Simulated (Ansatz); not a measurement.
Total energies of `CN(C)c1ccc(-c2ncccn2)nc1` from Ansatz at PBE-D4/def2-SVP, gas phase (1 Eh = 27.2114 eV = 2625.5 kJ/mol). The reference geometry is relaxed at PBE-D4/def2-SVP.

Cartesian coordinates in Å:
```
C 1.4749 -3.2428 -1.9552
N 0.2412 -2.4842 -1.8940
C -0.8801 -2.8523 -2.7373
C 0.1498 -1.3929 -1.0595
C 1.2276 -0.9767 -0.2310
C 1.0676 0.1319 0.5956
C -0.1587 0.8326 0.6009
C -0.3442 2.0146 1.4804
N 0.7103 2.3647 2.2566
C 0.5528 3.4256 3.0529
C -0.6412 4.1608 3.1003
C -1.6686 3.7100 2.2559
N -1.5350 2.6524 1.4509
N -1.1864 0.4517 -0.1843
C -1.0424 -0.6038 -0.9755
H 2.3341 -2.6238 -2.3034
H 1.3540 -4.0836 -2.6622
H 1.7511 -3.6693 -0.9638
H -1.7911 -3.0875 -2.1419
H -0.6174 -3.7526 -3.3222
H -1.1505 -2.0449 -3.4557
H 2.1832 -1.5175 -0.2315
H 1.8782 0.4802 1.2503
H 1.4180 3.7060 3.6818
H -0.7643 5.0335 3.7576
H -2.6443 4.2308 2.2281
H -1.9186 -0.8630 -1.5936
```

```
                state                    geometry  energy (Eh)
     charge 0 singlet                   reference   -644.16708
     charge 1 doublet                   reference   -643.90995
    charge -1 doublet                   reference   -644.16191
    charge -1 doublet  relaxed at PBE-D4/def2-SVP   -644.17121
free C atom (triplet)                           –    -37.75124
free N atom (quartet)                           –    -54.46658
free H atom (doublet)                           –     -0.49863
```

**Question.** Work out the vertical ionisation energy to the doublet.

**Answer.** E(charge 1 doublet) − E(charge 0 singlet) = -643.90995 − (-644.16708) = 0.25713 Eh = 7.00 eV. For comparison, −ε of the highest occupied level is 4.76 eV at this level, 2.24 eV less.

**Question.** Work out the vertical electron affinity, to the doublet.

**Answer.** E(charge 0 singlet) − E(charge -1 doublet) = -644.16708 − (-644.16191) = -0.00517 Eh = -0.14 eV; negative, so the extra electron isn't bound. The basis lacks diffuse functions, which makes affinities too small.

**Question.** Give the fundamental gap IE − EA, the Mulliken electronegativity (IE + EA)/2 and the hardness (IE − EA)/2.

**Answer.** From the values in Eh: IE − EA = 0.25713 − (-0.00517) = 0.26230 Eh = 7.14 eV; (IE + EA)/2 = 3.43 eV; (IE − EA)/2 = 3.57 eV. The HOMO–LUMO gap of the same run is 2.78 eV, 4.36 eV smaller than the fundamental gap.

**Question.** How much does the charge -1 doublet relax, and what is the adiabatic electron affinity?

**Answer.** Relaxation: -644.16191 − (-644.17121) = 0.00930 Eh = 0.25 eV. Adiabatic electron affinity: 0.00413 Eh = 0.11 eV, without zero-point energy. 

**Question.** What is the binding energy per atom against free atoms?

**Answer.** Atoms: 11 × (-37.75124) + 4 × (-54.46658) + 12 × (-0.49863) = -639.11352 Eh. Binding: -639.11352 − (-644.16708) = 5.05356 Eh = 137.51 eV, or 5.09 eV for each of 27 atoms (no zero-point energy, no counterpoise term).

At PBE-D4/def2-SVP the gap within one spin of the charge 1 doublet nearly closes, so an electron or hole may be smeared out by delocalisation error. At PBE-D4/def2-SVP the highest occupied level of the charge -1 doublet lies above zero (up to 2.36 eV). By energy differences it is unbound by 0.14 eV (vertical, to the charge 0 singlet, at PBE-D4/def2-SVP) and held by the finite basis. At PBE-D4/def2-SVP the highest occupied level of the relaxed charge -1 doublet lies above zero (up to 1.78 eV). By energy differences its removal costs 0.11 eV (each at its own geometry, to the charge 0 singlet, at PBE-D4/def2-SVP); self-interaction error and the lack of diffuse functions both raise the level.
